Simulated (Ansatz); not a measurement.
Harmonic frequencies (cm⁻¹) at PBE0-D4/def2-TZVP from Ansatz: 141, 141, 213, 218, 218, 340, 690, 690, 767.

Problem. Which molecule is it?
A. `ClCCl`
B. `ClC(Cl)I`
C. `FC(Br)Br`
D. `ClC(Br)(Br)Br`

Solution. D.
